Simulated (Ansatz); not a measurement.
Cost and result for the atomization energy of `Br[C]1=[CH][AlH]1` (6 atoms, 6 bonds).

Total charge 0; spin multiplicity 1. Correlated methods include outer-core shells of Br, which these sets cover unevenly. Scalar relativity is left out up to krypton. The structure was optimised at the PBE0-D4/def2-TZVP level. Program: Ansatz. All runs use 2 threads of an Arm Neoverse V2 on a shared host. Times are those of one run each, without the atoms' runs, and a repeat can differ threefold. Electronic energies, without spin–orbit coupling; frozen cores. CCSD(T)/CBS adds CCSD(T) − MP2 in def2-TZVPP to the MP2 limit, and its time is that of the two runs behind it. T1 = 0.012. With those shells the extrapolation isn't a true limit. B3LYP takes the VWN-RPA correlation (the form of Gaussian; ORCA's B3LYP/G).

CCSD(T)/CBS is a level of theory with its own doubt, some kJ/mol a heavy atom from the limit and from the frozen cores, so smaller differences don't rank the functionals.

| level | functions | wall time |
| --- | --- | --- |
| LDA (SPW92)/def2-TZVPP | 180 | 1.4 s |
| BLYP-D4/def2-TZVPP | 180 | 2.6 s |
| PBE-D4/def2-TZVPP (with forces) | 180 | 3.1 s |
| CCSD(T)/def2-SVP | 88 | 4 s |
| B3LYP-D4/def2-TZVPP (with forces) | 180 | 6 s |
| r2SCANh-D4/def2-TZVPP | 180 | 7 s |
| B2PLYP/def2-TZVPP | 180 | 7 s |
| PBE-QIDH/def2-TZVPP | 180 | 7 s |
| B97M-V/def2-TZVPP | 180 | 11 s |
| ωB97M-V/def2-TZVPP (with forces) | 180 | 15 s |
| MP2/def2-QZVPP | 333 | 20 s |
| CCSD(T)/def2-TZVPP | 180 | 69 s |
| CCSD(T)/CBS(def2) | – | 89 s |

Problem. What atomization energy does each give, and how far from CCSD(T)/CBS? (An estimate is asked.)

Solution. Computed: 
```
                            level  atomization (kJ/mol)  difference from CCSD(T)/CBS  per bond
           LDA (SPW92)/def2-TZVPP                2372.9                        347.0      57.8
               BLYP-D4/def2-TZVPP                2020.3                         -5.6      -0.9
  PBE-D4/def2-TZVPP (with forces)                2104.2                         78.3      13.0
                 CCSD(T)/def2-SVP                1905.1                       -120.8     -20.1
B3LYP-D4/def2-TZVPP (with forces)                2011.8                        -14.1      -2.4
            r2SCANh-D4/def2-TZVPP                2034.4                          8.5       1.4
                B2PLYP/def2-TZVPP                1999.0                        -26.9      -4.5
              PBE-QIDH/def2-TZVPP                2030.1                          4.2       0.7
                B97M-V/def2-TZVPP                2058.1                         32.2       5.4
 ωB97M-V/def2-TZVPP (with forces)                2025.5                         -0.4      -0.1
                   MP2/def2-QZVPP                2073.6                         47.7       7.9
               CCSD(T)/def2-TZVPP                1960.7                        -65.2     -10.9
                CCSD(T)/CBS(def2)                2025.9                          0.0       0.0
```

From BLYP to BHLYP (50 % exact exchange), in def2-TZVPP and without D4, the atomization energy moves by −75.9 kJ/mol: exact exchange takes away binding that semilocal exchange gives to molecules. The D4 term adds +23.2 kJ/mol with B3LYP and +11.8 kJ/mol with PBE0; it sums over pairs of atoms, weighted by their polarisabilities, and B3LYP, whose exchange is more repulsive, gets the larger term. At CCSD(T), def2-SVP lies −120.9 kJ/mol from the extrapolated value and def2-TZVPP −65.2 kJ/mol: correlation converges slowly with the basis, and small sets miss more of it in the bonded molecule than in its fragments.
